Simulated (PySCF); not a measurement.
What went wrong, or what changed?

The sound run of [ErCl4]− (singlet in the valence; each metal's 4f electrons, 11 of them, lie in its core potential, out of spins and levels) uses PySCF 2.14.0, RKS r2SCAN, Er lcecp-1-SVP with ECP57, Cl def2-SVP; non-relativistic Hamiltonian with scalar-relativistic core potentials where named; density fitting; no spin-orbit coupling, grid (50, 194), threshold 1e-8 and 55 cycles at the relaxed geometry. This run, with dm0 from free metal ions and neutral atoms, differs:

```python
mol = gto.M(atom='''
Er    -0.00000     0.00000    -0.00000
Cl     1.45129     1.45129     1.45129
Cl    -1.45129    -1.45129     1.45129
Cl     1.45129    -1.45129    -1.45129
Cl    -1.45129     1.45129    -1.45129''',
    basis={'Er': 'lcecp-1-SVP', 'Cl': 'def2-SVP'},
    ecp={'Er': 'lcecp-1-SVP'},
    charge=-1, spin=8)
mf = dft.UKS(mol, xc='R2SCAN')
mf.grids.atom_grid = (50, 194)  # f atoms: unpruned, at least (60, 302)
mf = mf.density_fit()  # fitting sets: Er AutoAux, Cl def2-universal-JKFIT
mf.conv_tol = 1e-08; mf.max_cycle = 95
mf.kernel(dm0)
mf.nuc_grad_method().kernel()
```

Question: What was changed, and how did it end?

Answer: The spin was changed. It converged in 67 cycles, 27.994 eV from the sound run, largest force component 2.01 eV/Å. The cycle limit differs too. These settings are unsound on purpose: the numbers aren't the compound's.
```
init E= -1911.09825528491
cycle= 1 E= -1876.2476525197  delta_E= 34.9  |g|=  1.8  |ddm|=  4.8
cycle= 2 E= -1871.6599630355  delta_E= 4.59  |g|= 2.52  |ddm|= 6.95
cycle= 3 E= -1876.18956876488  delta_E= -4.53  |g|= 1.21  |ddm|= 7.76
cycle= 4 E= -1876.05259040758  delta_E= 0.137  |g|=  1.2  |ddm|= 5.11
cycle= 5 E= -1876.53683589319  delta_E= -0.484  |g|= 1.02  |ddm|= 3.97
...
cycle= 65 E= -1877.81435871175  delta_E= 7.07e-07  |g|= 6.12e-05  |ddm|= 0.0181
cycle= 66 E= -1877.81435867932  delta_E= 3.24e-08  |g|= 5.5e-05  |ddm|= 0.00393
cycle= 67 E= -1877.81435867098  delta_E= 8.34e-09  |g|= 4.62e-05  |ddm|= 0.00283
Extra cycle  E= -1877.81435868616  delta_E= -1.52e-08  |g|= 4.77e-05  |ddm|= 0.000517
converged SCF energy = -1877.81435868616  <S^2> = 20.014116  2S+1 = 9.0031364
```

Run from Python with OMP_NUM_THREADS=2; the lines above give its settings.
It took 41 s on 2 threads of Intel(R) Xeon(R) CPU @ 2.80GHz (Skylake/Cascade Lake), with other jobs on the host.

No frequency check is given that shows the relaxed geometry to be a minimum. An lcecp potential fixes the number of 4f electrons, so in runs with it no electron can move into or out of that shell.
